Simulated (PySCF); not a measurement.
## Excitation energy of Pb by level of theory

Pb [Xe] 4f14 5d10 6s2 6p2 (3P) → Pb [Xe] 4f14 5d10 6s1 6p2 6d1 (high-spin determinant), as a difference of total energies. All numbers are calculated (PySCF 2.14, scalar relativity through the core potential, in aug-cc-pVQZ-PP with ECP60MDF). Correlated levels: valence: 5s2 5p6 5d10 frozen. The calculations carry no spin-orbit coupling.

```tsv
method	excitation energy (eV)
UHF	11.115
MP2 (valence)	11.865
SCS-MP2 (valence)	12.138
CCSD (valence)	11.917
CCSD(T) (valence)	11.918
```

How much does correlation contribute at CCSD(T) (valence)?

11.918 − (11.115) = 0.803 eV, measured against UHF.

Spin-orbit coupling is strong in these open shells (close to jj coupling). The scalar numbers leave it out and a first-order estimate fails, so it can dominate the gap to the real levels.

The upper state lies above the first ionisation limit.

The promoted electron is Rydberg-like, and one or two diffuse shells describe it only roughly, which tends to raise the upper state.

The coupled-cluster amplitudes are large for the upper state (T1 above 0.03 or a double amplitude above 0.15), so a single reference is strained.

The determinant of the upper state mixes LS terms, which raises its energy above the lowest term, most at the Hartree-Fock and MP2 levels.
